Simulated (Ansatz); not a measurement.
Ansatz (a first-principles code) input for C4H5F, SMILES C1=C[C@H](F)C1, PBE0-D3(BJ)/def2-SVP. 

Ansatz 0.2 input:
```yaml
crystal:
  periodic: [false, false, false]
  atoms:
    - {symbol: F, position_ang: [-1.48968112, 0.67321702, 0.45871660]}
    - {symbol: C, position_ang: [-0.52615556, 0.18256484, -0.38752045]}
    - {symbol: C, position_ang: [0.85583459, 0.76170842, -0.23649527]}
    - {symbol: C, position_ang: [1.39959624, -0.41037730, 0.07860432]}
    - {symbol: C, position_ang: [0.09931455, -1.16790740, 0.04663167]}
    - {symbol: H, position_ang: [-0.95295208, 0.20762882, -1.39491084]}
    - {symbol: H, position_ang: [1.21972071, 1.76350564, -0.36069757]}
    - {symbol: H, position_ang: [2.40176476, -0.74146053, 0.27768161]}
    - {symbol: H, position_ang: [0.02248213, -1.97868191, -0.67595473]}
    - {symbol: H, position_ang: [-0.25542444, -1.50587640, 1.01811067]}
basis:
  gaussian:
    orbitals: def2-SVP
hamiltonian:
  xc: pbe0
  dispersion: d3bj
relax: {f_tol: 0.002, max_steps: 200}
```

Log of the run:

```
WARN ansatz: RAYON_NUM_THREADS=1 ignored (pool sized by the plan → 1); use --threads N
Functional definition: PBE0
integrals: 0.05 GiB planned
1084 factors; integrals over basis functions are off by at most 2.4e-4 eV
mean field: 0.35 GiB planned
mean field evaluation 1: about -6927.1838 eV, gradient 4.3e1 eV
mean field evaluation 2: about -6926.8375 eV, gradient 4.5e1 eV
mean field evaluation 4: about -6931.7250 eV, gradient 2.1e0 eV
mean field evaluation 8: about -6931.7711 eV, gradient 2.3e-1 eV
mean field evaluation 16: about -6931.7712 eV, gradient 1.8e-5 eV
mean field -6931.77120630 eV, -254.7378933082 hartree, gradient 1.8e-5 eV, S^2 0.000000; 0 other end points of the search recorded, 0 dependent functions left out
the calculation of the forces begins
reference -6931.77122775 eV, -254.7378940966 hartree; 19, 19 occupied and 76, 76 virtual orbitals, 1084 factors
relax step   1: F+E_penalty+E_count = -6931.92261685 eV  Δ(F+E_penalty+E_count) = +0.000e0 eV  max|allowed force component| = 7.182e-1 eV/Å  Δτ_max = 0.0000 Å  (27 SCF iters, accepted)
these checks for a lower state are left out or cut short: starts, cluster_reference, orbital_swaps, neighbouring_geometries, increment
integrals: 0.05 GiB planned
1084 factors; integrals over basis functions are off by at most 2.6e-4 eV
mean field: 0.35 GiB planned
mean field -6931.80448617 eV, -254.7391163210 hartree, gradient 2.1e-5 eV, S^2 0.000000; 0 other end points of the search recorded, 0 dependent functions left out
the calculation of the forces begins
reference -6931.80450771 eV, -254.7391171126 hartree; 19, 19 occupied and 76, 76 virtual orbitals, 1084 factors
relax step   2: F+E_penalty+E_count = -6931.95575797 eV  Δ(F+E_penalty+E_count) = -3.314e-2 eV  max|allowed force component| = 2.474e-1 eV/Å  Δτ_max = 0.0355 Å  (29 SCF iters, accepted)
these checks for a lower state are left out or cut short: starts, cluster_reference, orbital_swaps, neighbouring_geometries, increment
integrals: 0.05 GiB planned
1084 factors; integrals over basis functions are off by at most 2.6e-4 eV
mean field: 0.35 GiB planned
mean field -6931.80869855 eV, -254.7392711230 hartree, gradient 2.1e-5 eV, S^2 0.000000; 0 other end points of the search recorded, 0 dependent functions left out
the calculation of the forces begins
reference -6931.80872012 eV, -254.7392719157 hartree; 19, 19 occupied and 76, 76 virtual orbitals, 1084 factors
relax step   3: F+E_penalty+E_count = -6931.95991077 eV  Δ(F+E_penalty+E_count) = -4.153e-3 eV  max|allowed force component| = 7.304e-2 eV/Å  Δτ_max = 0.0207 Å  (30 SCF iters, accepted)
these checks for a lower state are left out or cut short: starts, cluster_reference, orbital_swaps, neighbouring_geometries, increment
integrals: 0.05 GiB planned
1084 factors; integrals over basis functions are off by at most 2.6e-4 eV
mean field: 0.35 GiB planned
mean field evaluation 32: about -6931.7686 eV, gradient 1.1e-2 eV
mean field -6931.80749628 eV, -254.7392269405 hartree, gradient 2.1e-5 eV, S^2 0.000000; 0 other end points of the search recorded, 0 dependent functions left out
the calculation of the forces begins
reference -6931.80751788 eV, -254.7392277343 hartree; 19, 19 occupied and 76, 76 virtual orbitals, 1084 factors
relax step   4: F+E_penalty+E_count = -6931.95870462 eV  Δ(F+E_penalty+E_count) = +1.206e-3 eV  max|allowed force component| = 2.234e-1 eV/Å  Δτ_max = 0.0231 Å  (30 SCF iters, rejected (line search))
these checks for a lower state are left out or cut short: starts, cluster_reference, orbital_swaps, neighbouring_geometries, increment
integrals: 0.05 GiB planned
1084 factors; integrals over basis functions are off by at most 2.6e-4 eV
mean field: 0.35 GiB planned
mean field -6931.80974416 eV, -254.7393095484 hartree, gradient 2.1e-5 eV, S^2 0.000000; 0 other end points of the search recorded, 0 dependent functions left out
the calculation of the forces begins
reference -6931.80976573 eV, -254.7393103411 hartree; 19, 19 occupied and 76, 76 virtual orbitals, 1084 factors
relax step   5: F+E_penalty+E_count = -6931.96095492 eV  Δ(F+E_penalty+E_count) = -1.044e-3 eV  max|allowed force component| = 2.493e-2 eV/Å  Δτ_max = 0.0113 Å  (29 SCF iters, accepted)
these checks for a lower state are left out or cut short: starts, cluster_reference, orbital_swaps, neighbouring_geometries, increment
integrals: 0.05 GiB planned
1084 factors; integrals over basis functions are off by at most 2.7e-4 eV
mean field: 0.35 GiB planned
mean field -6931.81019818 eV, -254.7393262335 hartree, gradient 2.1e-5 eV, S^2 0.000000; 0 other end points of the search recorded, 0 dependent functions left out
the calculation of the forces begins
reference -6931.81021977 eV, -254.7393270267 hartree; 19, 19 occupied and 76, 76 virtual orbitals, 1084 factors
relax step   6: F+E_penalty+E_count = -6931.96140273 eV  Δ(F+E_penalty+E_count) = -4.478e-4 eV  max|allowed force component| = 2.030e-2 eV/Å  Δτ_max = 0.0203 Å  (29 SCF iters, accepted)
these checks for a lower state are left out or cut short: starts, cluster_reference, orbital_swaps, neighbouring_geometries, increment
integrals: 0.05 GiB planned
1084 factors; integrals over basis functions are off by at most 2.6e-4 eV
mean field: 0.35 GiB planned
mean field -6931.81022900 eV, -254.7393273660 hartree, gradient 6.9e-5 eV, S^2 0.000000; 0 other end points of the search recorded, 0 dependent functions left out
the calculation of the forces begins
reference -6931.81025058 eV, -254.7393281591 hartree; 19, 19 occupied and 76, 76 virtual orbitals, 1084 factors
relax step   7: F+E_penalty+E_count = -6931.96143118 eV  Δ(F+E_penalty+E_count) = -2.845e-5 eV  max|allowed force component| = 8.353e-3 eV/Å  Δτ_max = 0.0017 Å  (20 SCF iters, accepted)
these checks for a lower state are left out or cut short: starts, cluster_reference, orbital_swaps, neighbouring_geometries, increment
integrals: 0.05 GiB planned
1084 factors; integrals over basis functions are off by at most 2.6e-4 eV
mean field: 0.35 GiB planned
mean field -6931.81023661 eV, -254.7393276456 hartree, gradient 3.0e-5 eV, S^2 0.000000; 0 other end points of the search recorded, 0 dependent functions left out
the calculation of the forces begins
reference -6931.81025819 eV, -254.7393284387 hartree; 19, 19 occupied and 76, 76 virtual orbitals, 1084 factors
relax step   8: F+E_penalty+E_count = -6931.96143907 eV  Δ(F+E_penalty+E_count) = -7.893e-6 eV  max|allowed force component| = 3.133e-3 eV/Å  Δτ_max = 0.0008 Å  (19 SCF iters, accepted)
these checks for a lower state are left out or cut short: starts, cluster_reference, orbital_swaps, neighbouring_geometries, increment
integrals: 0.05 GiB planned
1084 factors; integrals over basis functions are off by at most 2.6e-4 eV
mean field: 0.35 GiB planned
mean field -6931.81023735 eV, -254.7393276730 hartree, gradient 1.7e-5 eV, S^2 0.000000; 0 other end points of the search recorded, 0 dependent functions left out
the calculation of the forces begins
reference -6931.81025893 eV, -254.7393284661 hartree; 19, 19 occupied and 76, 76 virtual orbitals, 1084 factors
relax step   9: F+E_penalty+E_count = -6931.96143878 eV  Δ(F+E_penalty+E_count) = +2.897e-7 eV  max|allowed force component| = 4.930e-3 eV/Å  Δτ_max = 0.0003 Å  (19 SCF iters, rejected (line search))
these checks for a lower state are left out or cut short: starts, cluster_reference, orbital_swaps, neighbouring_geometries, increment
integrals: 0.05 GiB planned
1084 factors; integrals over basis functions are off by at most 2.6e-4 eV
mean field: 0.35 GiB planned
mean field evaluation 64: about -6931.7711 eV, gradient 1.4e-1 eV
mean field -6931.81023784 eV, -254.7393276910 hartree, gradient 1.9e-5 eV, S^2 0.000000; 0 other end points of the search recorded, 0 dependent functions left out
the calculation of the forces begins
reference -6931.81025942 eV, -254.7393284841 hartree; 19, 19 occupied and 76, 76 virtual orbitals, 1084 factors
relax step  10: F+E_penalty+E_count = -6931.96143942 eV  Δ(F+E_penalty+E_count) = -3.413e-7 eV  max|allowed force component| = 4.413e-4 eV/Å  Δτ_max = 0.0001 Å  (18 SCF iters, accepted)
integrals: 0.05 GiB planned
1084 factors; integrals over basis functions are off by at most 2.6e-4 eV
mean field: 0.35 GiB planned
mean field -6931.81023784 eV, -254.7393276910 hartree, gradient 1.9e-5 eV, S^2 0.000000; 1 other end points of the search recorded, 0 dependent functions left out
the calculation of the forces begins
reference -6931.81025942 eV, -254.7393284841 hartree; 19, 19 occupied and 76, 76 virtual orbitals, 1084 factors
Total energy: -6931.96146100 eV, -254.7448850394 hartree
Atom 0 at    -1.523918     0.665549     0.428681 Å, force     0.000087     0.000070    -0.000071 eV/Å
Atom 1 at    -0.527967     0.184491    -0.376837 Å, force     0.000287     0.000086     0.000097 eV/Å
Atom 2 at     0.843975     0.777901    -0.201696 Å, force     0.000136    -0.000360     0.000066 eV/Å
Atom 3 at     1.400079    -0.414051     0.063456 Å, force     0.000019     0.000352    -0.000082 eV/Å
Atom 4 at     0.093408    -1.171696     0.052854 Å, force    -0.000117     0.000032    -0.000060 eV/Å
Atom 5 at    -0.900718     0.192081    -1.416801 Å, force     0.000084    -0.000062    -0.000020 eV/Å
Atom 6 at     1.230350     1.793026    -0.318767 Å, force    -0.000441     0.000151     0.000104 eV/Å
Atom 7 at     2.433694    -0.744156     0.200321 Å, force     0.000013    -0.000250    -0.000130 eV/Å
Atom 8 at    -0.007110    -2.014053    -0.651890 Å, force     0.000024    -0.000099     0.000061 eV/Å
Atom 9 at    -0.267292    -1.484771     1.044846 Å, force    -0.000092     0.000081     0.000036 eV/Å
Dipole moment:     0.280224    -0.155098    -0.183438 e Å
```

Self-consistency was reached.
